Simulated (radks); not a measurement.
Values are calculated unless marked as measured or tabulated.
Mg+, 11 electrons, occupied as [Ne] 3s1.

Level of theory: scalar-relativistic Kohn-Sham, exchange-only LDA, spin-unpolarised, spherical densities, point nucleus (a radial shooting solver on a logarithmic mesh with Libxc functionals).

Energy parts (eV):
| part | energy |
|---|---|
| total | -5396.237 |
| kinetic | 5412.131 |
| electron-nucleus | -12914.409 |
| Hartree | 2498.145 |
| exchange | -392.105 |

Orbitals (lengths in bohr, moments of r in powers of bohr; <r^-3> diverges for s and p1/2; r(max) is where P^2 peaks; r(90%) holds 90 % of the orbital's charge):
orbital  occ.  eigenvalue (eV)    <r^2>   <r^-3>   r(max)  r(90%)
1s          2        -1260.380  0.02318        -  0.08539   0.235
2s          2         -86.6141   0.5923        -   0.5486    1.12
2p          6         -54.0446   0.6135    25.59   0.4774    1.18
3s          1         -10.5366    9.260        -    2.364    4.29
3p          0          -6.3247    15.02    1.144    2.972    5.51
3d          0          -2.3673    45.70  0.01678    5.005    9.77
4s          0          -2.9541    62.24        -    6.731    10.8

The highest occupied level is 3s at -10.537 eV. Summed over all electrons, <r^2> = 14.17 bohr^2, which gives a Langevin (diamagnetic) susceptibility term of -11.2 x 10^-6 cm^3/mol. For comparison, the ionisation energy in NIST's Atomic Spectra Database is 15.035 eV (measured). In exact Kohn-Sham theory the highest level is minus the ionisation energy, but local and semilocal functionals leave it too shallow, through self-interaction and a potential that decays too fast; potentials with the right tail come closer. The density falls to 0.001 e/bohr^3 at r = 3.83 bohr.

Beside tabulated values, note that spin-unpolarised runs miss the spin-polarisation part of the exchange energy of open shells.
